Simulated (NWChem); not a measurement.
AlNH3Cl; SMILES [NH2][AlH][Cl]

```xyz
6

Al    -0.5637     0.5107     0.0000
H     -2.1159     0.7727     0.0000
Cl     0.1924    -1.4578     0.0000
N      0.6014     1.8328     0.0000
H      1.6098     1.7248     0.0000
H      0.3544     2.8164     0.0000
```
Atoms are numbered in this order, from 1.

All runs use the structure optimised with PBE0/def2-SVP.

Symmetry labels are those of Cs in the frame above (b1 and b2, or b-type labels, depend on it).

Problem. List the 4 lowest vertical singlet excitations from PBE0/def2-SVPD, TDA (NWChem).

Solution. 
| state | energy (eV) | oscillator strength | symmetry | leading excitation (squared amplitude) |
|---|---|---|---|---|
| S1 | 6.29 | 0.054 | a" | HOMO → LUMO+1 (0.97) |
| S2 | 6.51 | 0.097 | a' | HOMO → LUMO (0.95) |
| S3 | 6.95 | 0.018 | a" | HOMO−1 → LUMO (0.98) |
| S4 | 7.12 | 0.010 | a" | HOMO → LUMO+2 (0.97) |
